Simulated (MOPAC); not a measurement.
A run for MOPAC: AM1 on LiF-, 2S+1 = 2, a spin state set in the input, which need not be the lowest, a point of a bond scan (R = 1.728 Å). Charge -1.

```
AM1 1SCF PRECISE CHARGE=-1 UHF MS=0.5 THREADS=1
FLi

Li     0.00000000 1     0.00000000 1     0.00000000 1
F      0.00000000 1     0.00000000 1     1.72833200 1
```

Output:

```
*******************************************************************************
 **                                                                           **
 **                              MOPAC v23.2.5                                **
 **                                                                           **
 *******************************************************************************
 ** MOPAC's Digital Object Identifier: https://doi.org/10.5281/zenodo.6511958 **
 **                                                                           **
 ** Please cite the open-source release paper for use of this MOPAC version:  **
 ** J. E. Moussa and J. J. P. Stewart (2026)                                  **
 ** MOPAC: An open-source semiempirical molecular orbital program             **
 ** J. Open Source Softw., 11(119), 8025, https://doi.org/10.21105/joss.08025 **
 *******************************************************************************

                              AM1 CALCULATION RESULTS

 *******************************************************************************
 *  AM1        - The AM1 Hamiltonian to be used
 *  UHF        - UNRESTRICTED HARTREE-FOCK CALCULATION
 *
 *
 *
 *                 CHARGE ON SYSTEM = -1
 *
 *
 *
 *  MS=        - IN MECI, MAGNETIC COMPONENT OF SPIN =  0.5
 *  PRECISE    - TIGHTER CRITERIA TO BE USED
 *  1SCF       - DO 1 SCF AND THEN STOP
 *  THREADS=1  - MULTI-THREADING NOT USED
 *  T=         - A TIME OF 172800.0 SECONDS REQUESTED
 *  DUMP=N     - RESTART FILE WRITTEN EVERY 7200.0 SECONDS REQUESTED
 *******************************************************************************
AM1 1SCF PRECISE CHARGE=-1 UHF MS=0.5 THREADS=1
 FLi

   ATOM   CHEMICAL          X               Y               Z
  NUMBER   SYMBOL      (ANGSTROMS)     (ANGSTROMS)     (ANGSTROMS)

     1      Li          0.00000000  *   0.00000000  *   0.00000000  *
     2       F          0.00000000  *   0.00000000  *   1.72833200  *



          CARTESIAN COORDINATES

    NO.       ATOM           X           Y           Z

     1        Li          0.0000      0.0000      0.0000
     2         F          0.0000      0.0000      1.7283

 Li: (AM1): J. J. P. STEWART, J. MOL. MOD., 10, 155-164 (2004)
  F: (AM1): M.J.S. DEWAR AND E. G. ZOEBISCH, THEOCHEM, 180, 1 (1988).

           Empirical Formula: Li F  =     2 atoms



      MOLECULAR POINT GROUP   :   C*v


          UHF CALCULATION, NO. OF ALPHA ELECTRONS =    5
                           NO. OF BETA  ELECTRONS =    4

 -------------------------------------------------------------------------------
 AM1 1SCF PRECISE CHARGE=-1 UHF MS=0.5 THREADS=1
 FLi



     1SCF WAS SPECIFIED, SO BFGS WAS NOT USED
     SCF FIELD WAS ACHIEVED


                              AM1 CALCULATION
                                                       MOPAC v23.2.5 Linux




          FINAL HEAT OF FORMATION =        -31.83580 KCAL/MOL =    -133.20098 KJ/MOL


          COSMO AREA              =         68.60 SQUARE ANGSTROMS
          COSMO VOLUME            =         50.94 CUBIC ANGSTROMS

          IONIZATION POTENTIAL    =         -1.217588 EV
          ALPHA SOMO LUMO (EV)    =          1.218 13.155
          BETA  SOMO LUMO (EV)    =         -4.255  7.977
          NO. OF ALPHA ELECTRONS  =          5
          NO. OF BETA  ELECTRONS  =          4
          MOLECULAR WEIGHT        =         25.9384         POINT GROUP:  C*v

          MOLECULAR DIMENSIONS (Angstroms)

            Atom       Atom       Distance
            F     2   Li     1     1.72833
            F     2   Li     1     0.00000
           Li     1    F     2     0.00000


          SCF CALCULATIONS        =          1





   ATOM   CHEMICAL          X               Y               Z
  NUMBER   SYMBOL      (ANGSTROMS)     (ANGSTROMS)     (ANGSTROMS)

     1      Li          0.00000000  *   0.00000000  *   0.00000000  *
     2       F          0.00000000  *   0.00000000  *   1.72833200  *

                             CARTESIAN COORDINATES

   1   Li        0.000000000     0.000000000     0.000000000
   2    F        0.000000000     0.000000000     1.728332000


           Empirical Formula: Li F  =     2 atoms



      MOLECULAR POINT GROUP   :   C*v


          ALPHA EIGENVALUES
 -35.98653  -4.59396  -4.30362  -4.30362   1.21759  13.15482  13.15482  14.61885


           BETA EIGENVALUES
 -35.90964  -4.46011  -4.25501  -4.25501   7.97748  12.88328  12.88328  13.76525


              NET ATOMIC CHARGES AND DIPOLE CONTRIBUTIONS

  ATOM NO.   TYPE          CHARGE      No. of ELECS.   s-Pop       p-Pop
    1         Li          -0.314789        1.3148     0.87102     0.44377
    2          F          -0.685211        7.6852     1.89584     5.78937
 DIPOLE           X         Y         Z       TOTAL
 POINT-CHG.     0.000     0.000     0.392     0.392
 HYBRID        -0.000     0.000     2.316     2.316
 SUM           -0.000     0.000     2.708     2.708


          ATOMIC ORBITAL ELECTRON POPULATIONS

     Atom    s        px        py        pz
    1 Li   0.87102   0.04023   0.04023   0.36330
    2  F   1.89584   1.95977   1.95977   1.86984


                    (SZ)    =    0.500000
                    (S**2)  =    0.752012


          ATOMIC ORBITAL SPIN POPULATIONS

    Atom   Total    s     px     py     pz
         Atomic
    1 Li  0.9660  0.757 -0.001 -0.001  0.212
    2  F  0.0340  0.003  0.001  0.001  0.028

 **********************
 *                    *
 * JOB ENDED NORMALLY *
 *                    *
 **********************




 == MOPAC DONE ==
```

The run finished.

Cost: very roughly 0.020 core-seconds.
